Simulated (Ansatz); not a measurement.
`C[Si](F)([SiH3])Cl` + HBr → `F[Si]([SiH3])(Cl)Br` + CH₄ at 600 K and 1 bar (ligand exchange at the Si–C bond).

Gas-phase electronic energies from Ansatz, PBE0-D4/def2-TZVP geometries. CCSD(T)/CBS is the MP2 limit (def2-TZVPP, def2-QZVPP) plus CCSD(T) − MP2 in def2-TZVPP, frozen cores. This one scheme is used for every species. For Br outer-core shells are correlated without core-valence functions, which leaves a few kJ/mol of doubt a bond. Scalar relativity is left out up to krypton.

| species | CCSD(T)/CBS energy (Eh) | H − E (kJ/mol) | S (J/(mol·K)) |
| --- | --- | --- | --- |
| `C[Si](F)([SiH3])Cl` | -1179.52206 | 247.0 | 487.1 |
| HBr | -2573.91920 | 33.5 | 219.1 |
| `F[Si]([SiH3])(Cl)Br` | -3713.01520 | 146.1 | 477.6 |
| CH₄ | -40.46206 | 140.4 | 215.7 |

H − E and S are ideal-gas, rigid-rotor, harmonic terms from PBE0-D4/def2-TZVP, for one conformer and one mirror image of each species. 1 Eh = 2625.50 kJ/mol, R = 8.31446 J/(mol·K).

**Question.** By hand: ΔE, ΔH, ΔS and ΔG.

**Answer.** ΔE = (-3713.01520) + (-40.46206) − (-1179.52206) − (-2573.91920) = -0.03600 Eh = -94.5 kJ/mol. Δ(H − E) = 146.1 + 140.4 − 247.0 − 33.5 = 6.0, so ΔH = -88.5 kJ/mol. ΔS = 477.6 + 215.7 − 487.1 − 219.1 = -12.9 J/(mol·K). ΔG = -88.5 − 600 × (-12.9)/1000 = -80.8 kJ/mol.

**Question.** By hand: the equilibrium constant, and the temperature at which ΔG would vanish if ΔH and ΔS stayed fixed.

**Answer.** log₁₀ K = −ΔG/(RT ln 10) = 7.0. ΔG = 0 at ΔH/ΔS = 6860 K, far beyond where these terms or the molecules hold.

The number of gas molecules stays the same, so ΔS is small and ΔH decides. A doubt of 5 kJ/mol in ΔE shifts log₁₀ K by 0.4 here. Other conformers and mirror images would add mixing entropy, several J/(mol·K) or more a flexible species. These are equilibria of isolated gas molecules and say nothing of rates. Largest T1 diagnostic: 0.011 (customary marks: 0.02 for closed shells, 0.045 for open ones).
